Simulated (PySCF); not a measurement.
# ²⁹Si chemical shifts

[PySCF: GIAO PBE0/pcSseg-1 shieldings; coordinates at the GFN2-xTB level; no relativistic terms; isolated molecule; rapidly exchanging positions averaged; a single conformation]

Shieldings were converted by a linear fit to measured shifts: ²⁹Si: δ = 279.94 − 0.822σ (rms 8.9 ppm, 72 shifts, 25.8 ppm with the 6 outliers that the fit left out vs TMS, solution or neat liquid). A few per cent of atoms miss by over 2 rms, more outside the fitted compound classes.

Task: Give the ²⁹Si shifts of `O=CC/C=C\[SiH2][SiH3]`, `O[SiH2][Si@H]1C=CCC1`, `CCO[Si@@H]([SiH3])[SiH2][SiH3]`.

Result: 
| compound | environment | δ (ppm) |
| --- | --- | --- |
| [O:1]=[CH:2][CH2:3]/[CH:4]=[CH:5]\[SiH2:6][SiH3:7] | Si6: silicon bonded to C, Si, 2 H | -81.9 |
| [O:1]=[CH:2][CH2:3]/[CH:4]=[CH:5]\[SiH2:6][SiH3:7] | Si7: silicon bonded to Si, 3 H | -105.9 |
| [OH:1][SiH2:2][Si@H:3]1[CH:4]=[CH:5][CH2:6][CH2:7]1 | Si2: silicon bonded to O, Si, 2 H | -25.4 |
| [OH:1][SiH2:2][Si@H:3]1[CH:4]=[CH:5][CH2:6][CH2:7]1 | Si3: silicon bonded to 2 C, Si, H, in a 5-membered ring | -35.0 |
| [CH3:1][CH2:2][O:3][Si@@H:4]([SiH3:5])[SiH2:6][SiH3:7] | Si4: silicon bonded to O, 2 Si, H | -15.7 |
| [CH3:1][CH2:2][O:3][Si@@H:4]([SiH3:5])[SiH2:6][SiH3:7] | Si7: silicon bonded to Si, 3 H | -102.0 |
| [CH3:1][CH2:2][O:3][Si@@H:4]([SiH3:5])[SiH2:6][SiH3:7] | Si5: silicon bonded to Si, 3 H | -106.7 |
| [CH3:1][CH2:2][O:3][Si@@H:4]([SiH3:5])[SiH2:6][SiH3:7] | Si6: silicon bonded to 2 Si, 2 H | -111.7 |

Task: Order these by ²⁹Si shift, lowest first.
A. CC#C[Si]1(N)CC=CC1
B. N#CC[SiH2]C(Cl)Cl
C. [H]/N=C(\CC#C[SiH3])C1CC1

Result: C (-88.6 ppm, silicon bonded to C, 3 H), B (-30.9 ppm, silicon bonded to 2 C, 2 H), A (-15.8 ppm, silicon bonded to 3 C, N, in a 5-membered ring).
